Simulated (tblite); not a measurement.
Compound: C8H8FP.
Z-matrix (Å and degrees, GFN2-xTB geometry), rows numbered from 1:
```
C 
C   1  1.4974
C   2  1.3871  1  120.99
C   3  1.3844  2  121.07  1   179.46
C   4  1.3840  3  119.94  2     0.20
C   5  1.3825  4  119.73  3    -0.30
C   6  1.3909  5  120.53  4    -0.58
P   7  1.8310  2  119.56  1     2.73
C   8  1.6732  7   97.68  2  -131.96
F   9  1.3446  8  120.74  7  -179.39
H   1  1.0872  2  111.02  3     7.69
H   1  1.0901  2  110.38  3   128.52
H   1  1.0907  2  110.23  3  -112.60
H   3  1.0809  2  119.26  1    -0.65
H   4  1.0800  3  119.98  2   179.83
H   5  1.0798  4  120.26  3   179.33
H   6  1.0814  5  119.89  4   178.70
H   9  1.0834  8  127.63  7     2.92
```

Level: GFN2-xTB in tblite, geometry and Hessian alike; calculated harmonic values, unscaled, isolated species. This tight-binding method is rough: wavenumbers can miss measured ones by several per cent, in bad cases by 10 to 20. One conformer, not necessarily the lowest.

Harmonic wavenumbers (cm⁻¹): 52.3, 89.7, 94.6, 149.8, 192.5, 244.7, 268.6, 307.5, 390.7, 416.3, 441.7, 483.5, 537.7, 655.7, 664.8, 685.0, 768.4, 809.4, 881.7, 914.6, 928.4, 952.1, 1000.6, 1027.2, 1048.5, 1099.2, 1150.7, 1161.1, 1182.4, 1231.5, 1262.2, 1295.3, 1314.9, 1400.2, 1422.1, 1458.0, 1470.6, 1475.1, 1573.3, 1589.8, 2991.3, 3005.8, 3016.0, 3041.9, 3062.5, 3070.5, 3081.9, 3093.1.

A = 2165, B = 738.0, C = 582.4 MHz; mass 154.035 u (most abundant isotopes); point group C1, symmetry number 1.

Question: What is the zero-point energy?

Answer: ½Σν̃ = 29228 cm⁻¹ = 349.64 kJ/mol.

Question: What is S at 400 K and 1 bar for an ideal gas of classical rigid rotors and harmonic oscillators?

Answer: Translation 177.79, rotation 130.13, vibration 161.89: S = 469.8 J/(mol K).

Question: And Cp and H(400 K) − H(0)?

Answer: Cp = 203.40 J/(mol K), of which vibrations give 170.14 (their classical limit is 48 R = 399.1); H(400 K) − H(0) = 47.57 kJ/mol without the zero-point energy, 34.27 from vibrations.

Question: Which modes carry the vibrational entropy at 400 K?

Answer: 52.3 cm⁻¹: 22.22; 89.7 cm⁻¹: 17.76; 94.6 cm⁻¹: 17.32; 149.8 cm⁻¹: 13.56; 192.5 cm⁻¹: 11.53; 244.7 cm⁻¹: 9.64 J/(mol K); the other 42 give 69.86 together.

Question: What must be added to the electronic energy to get the Gibbs energy at 400 K and 1 bar?

Answer: ZPE + [H(400 K) − H(0)] − T·S = 349.64 + 47.57 − 187.92 = 209.29 kJ/mol.

Question: Blend soft modes into free rotors: weight 1/[1 + (100 cm⁻¹/ν̃)⁴] for the oscillator and the rest for a rotor with moment μB/(μ + B), μ = h/(8π²ν), B = 10⁻⁴⁴ kg m². What vibrational entropy results?

Answer: 150.90 J/(mol K) in place of 161.89, which changes −T·S at 400 K by +4.40 kJ/mol.

Question: How do the functions run with temperature in this model?

Answer: 
```
 T (K)  S (J/(mol K))  Cp (J/(mol K))  H − H(0) (kJ/mol)  G − H(0) (kJ/mol)  ln q(vib)
    50          249.9            53.6               2.05             -10.45       0.42
   100          294.4            76.9               5.32             -24.12       1.52
298.15          416.3           161.7              28.94             -95.19       6.54
373.15          456.0           193.0              42.25            -127.92       8.47
   500          519.0           238.0              69.70            -189.81      11.73
   750          628.0           298.3             137.39            -333.60      17.95
  1000          719.3           335.8             217.00            -502.33      23.72
```

q(vib) and H(0) count from the zero-point level.

Hindered rotation and anharmonicity are outside this model. Other conformers, if any are populated, would add a mixing term that is left out. The structure is chiral; the term R ln 2 for an equal mix with its mirror image is left out.
